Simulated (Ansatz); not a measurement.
Al(F)(Br)(vinyl) (C₂H₃AlBrF), SMILES [Br][Al]([CH]=C)[F].

Geometry optimised at B3LYP-D3(BJ)/def2-SVP. The structure was generated by enumeration; whether it is a known compound was not checked. The values are those of a single conformer.

Two levels are set side by side: PBE/def2-SVPD (Ansatz, a program for electronic structure) and CAM-B3LYP/def2-SVPD (Ansatz). Energy differences of separate SCF runs at the same geometry; the states with an electron removed or added have multiplicity 2 and 2. Differences are taken from unrounded values.

```
quantity                             PBE
---------------------------------  -----
vertical ionisation energy (eV)    10.27
vertical singlet–triplet gap (eV)   4.06
```

These are the PBE values. What does CAM-B3LYP give? (An estimate is asked for; the answer gives what the named calculation found.)


```csv
quantity,CAM-B3LYP,PBE minus CAM-B3LYP
vertical ionisation energy (eV),10.74,-0.47
vertical singlet–triplet gap (eV),4.01,0.06
```
